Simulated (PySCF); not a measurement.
Isomers of C5H12N2Si, mass 128.077 u with the commonest isotopes. Theory: PBE0/pcSseg-1 in PySCF (dipole) on a GFN2-xTB geometry, gas phase. One conformer each, none proved a minimum here; rigid rotors.

Problem. Order these by rotational constant C, smallest first.
A. `[CH3:1][Si@:2]1([NH2:3])[NH:4][CH2:5][C:6]12[CH2:7][CH2:8]2` with C1–Si2–N3–H -30° and -176°
B. `[CH2:1]=[N:2][SiH2:3][N:4]1[CH2:5][CH2:6][CH2:7][CH2:8]1` with C1–N2–Si3–N4 -139°, N2–Si3–N4–C5 -166°, Si3–N4–C5–C6 174°, N4–C5–C6–C7 -17°, C5–C6–C7–C8 34°, C6–C7–C8–N4 -40°
C. `[CH3:1][CH2:2][C@H:3]([C:4]#[N:5])[CH2:6][NH:7][SiH3:8]` with C1–C2–C3–C4 -163°, C2–C3–C6–N7 -175°, C3–C6–N7–Si8 148°
D. `[CH3:1][CH2:2][CH2:3][NH:4][CH2:5][SiH2:6][C:7]#[N:8]` with C1–C2–C3–N4 175°, C2–C3–N4–C5 68°, C3–N4–C5–Si6 171°, N4–C5–Si6–C7 64°
E. `CC1=NN([SiH3])C[C@H]1C`
F. `[CH3:1][N:2]([SiH3:3])/[N:4]=[CH:5]\[CH:6]1[CH2:7][CH2:8]1` with C1–N2–N4–C5 164°, N4–C5–C6–C7 128°
G. `[CH2:1]=[CH:2][CH2:3][N:4]([SiH3:5])/[N:6]=[CH:7]/[CH3:8]` with C1–C2–C3–N4 -123°, C2–C3–N4–Si5 79°, C3–N4–N6–C7 171°

Solution. D (586.1 MHz), C (675.4 MHz), G (778.8 MHz), F (809.2 MHz), B (841.9 MHz), E (896.8 MHz), A (1289 MHz).

Problem. Order these by dipole moment, smallest first.
A. `CC1=NN([SiH3])C[C@H]1C`
B. `[CH3:1][CH2:2][C@H:3]([C:4]#[N:5])[CH2:6][NH:7][SiH3:8]` with C1–C2–C3–C4 -163°, C2–C3–C6–N7 -175°, C3–C6–N7–Si8 148°
C. `[CH3:1][N:2]([SiH3:3])/[N:4]=[CH:5]\[CH:6]1[CH2:7][CH2:8]1` with C1–N2–N4–C5 164°, N4–C5–C6–C7 128°
D. `[CH3:1][CH2:2][CH2:3][NH:4][CH2:5][SiH2:6][C:7]#[N:8]` with C1–C2–C3–N4 175°, C2–C3–N4–C5 68°, C3–N4–C5–Si6 171°, N4–C5–Si6–C7 64°
E. `[CH2:1]=[CH:2][CH2:3][N:4]([SiH3:5])/[N:6]=[CH:7]/[CH3:8]` with C1–C2–C3–N4 -123°, C2–C3–N4–Si5 79°, C3–N4–N6–C7 171°

Solution. E (0.88 D), C (1.31 D), A (2.19 D), B (3.52 D), D (3.80 D).

Problem. Order these by out-of-plane moment Σ m c² = (Ia + Ib − Ic)/2, smallest first.
A. `[CH3:1]/[N:2]=[CH:3]/[C@@H:4]1[CH2:5][NH:6][SiH2:7][CH2:8]1` with N2–C3–C4–C5 -123°, C3–C4–C5–N6 -78°, C4–C5–N6–Si7 -30°, C5–N6–Si7–C8 9°, N6–Si7–C8–C4 15°
B. `[CH3:1][Si@:2]1([NH2:3])[NH:4][CH2:5][C:6]12[CH2:7][CH2:8]2` with C1–Si2–N3–H -30° and -176°
C. `[CH3:1][CH2:2][C@H:3]([C:4]#[N:5])[CH2:6][NH:7][SiH3:8]` with C1–C2–C3–C4 -163°, C2–C3–C6–N7 -175°, C3–C6–N7–Si8 148°
D. `[CH3:1][N:2]([SiH3:3])/[N:4]=[CH:5]\[CH:6]1[CH2:7][CH2:8]1` with C1–N2–N4–C5 164°, N4–C5–C6–C7 128°
E. `[CH2:1]=[CH:2][CH2:3][N:4]([SiH3:5])/[N:6]=[CH:7]/[CH3:8]` with C1–C2–C3–N4 -123°, C2–C3–N4–Si5 79°, C3–N4–N6–C7 171°
F. `[CH3:1][CH2:2][CH2:3][NH:4][CH2:5][SiH2:6][C:7]#[N:8]` with C1–C2–C3–N4 175°, C2–C3–N4–C5 68°, C3–N4–C5–Si6 171°, N4–C5–Si6–C7 64°
G. `[CH2:1]=[N:2][SiH2:3][N:4]1[CH2:5][CH2:6][CH2:7][CH2:8]1` with C1–N2–Si3–N4 -139°, N2–Si3–N4–C5 -166°, Si3–N4–C5–C6 174°, N4–C5–C6–C7 -17°, C5–C6–C7–C8 34°, C6–C7–C8–N4 -40°

Solution. G (15.14 u·Å²), C (16.64 u·Å²), D (22.67 u·Å²), F (30.33 u·Å²), E (31.19 u·Å²), A (59.44 u·Å²), B (92.75 u·Å²).

| SMILES | point group | Ia (u·Å²) | Ib (u·Å²) | Ic (u·Å²) | κ | μa (D) | μb (D) | μc (D) |
| --- | --- | --- | --- | --- | --- | --- | --- | --- |
| C=CCN([SiH3])/N=C/C | C1 | 202.50 | 508.80 | 648.93 | -0.75 | 0.05 | 0.79 | 0.40 |
| CN([SiH3])/N=C\C1CC1 | C1 | 156.48 | 513.37 | 624.51 | -0.86 | 0.52 | 1.16 | 0.34 |
| CC1=NN([SiH3])C[C@H]1C | C1 | 160.94 | 447.36 | 563.51 | -0.79 | 1.37 | 1.68 | 0.33 |
| CC[C@H](C#N)CN[SiH3] | C1 | 232.22 | 549.36 | 748.29 | -0.67 | 0.08 | 3.51 | 0.21 |
| C[Si@]1(N)NCC12CC2 | C1 | 213.11 | 364.31 | 391.93 | -0.82 | 1.16 | 0.52 | 0.32 |
| C=N[SiH2]N1CCCC1 | C1 | 124.19 | 506.36 | 600.26 | -0.90 | 0.22 | 0.26 | 0.83 |
| C/N=C/[C@@H]1CN[SiH2]C1 | C1 | 145.03 | 534.19 | 560.33 | -0.97 | 0.85 | 0.41 | 0.80 |
| CCCNC[SiH2]C#N | C1 | 151.21 | 771.80 | 862.34 | -0.95 | 2.28 | 2.89 | 0.94 |
